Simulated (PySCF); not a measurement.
Excitations are Tamm–Dancoff values on a coarser integration grid. The basis has no diffuse functions, so Rydberg states are missing or too high.

CH₅B, SMILES `BC` (charge 0, multiplicity 1)

Calculation: M06-2X/def2-TZVP (PySCF).

- HOMO = -10.36 eV
- dipole moment = 0.60 D
- LUMO = -0.31 eV
- HOMO–LUMO gap = 10.05 eV
- S1 excitation (TDA) = 5.79 eV
- S1 oscillator strength = 0.000
- T1 excitation (TDA) = 5.26 eV
- S1–T1 gap (TDA) = 0.53 eV
- vertical ionisation energy (Delta-SCF) = 11.95 eV
- total energy = -65.9221 Ha
- cost = roughly 70 core-seconds

```xyz
7

B      0.8560    -0.0136     0.0146
C     -0.6931    -0.0333    -0.0968
H      1.4671     0.9947    -0.1587
H      1.4568    -0.9905     0.3385
H     -1.0294     0.2259     0.9207
H     -1.1264    -1.0084    -0.3158
H     -1.1167     0.7254    -0.7537
```
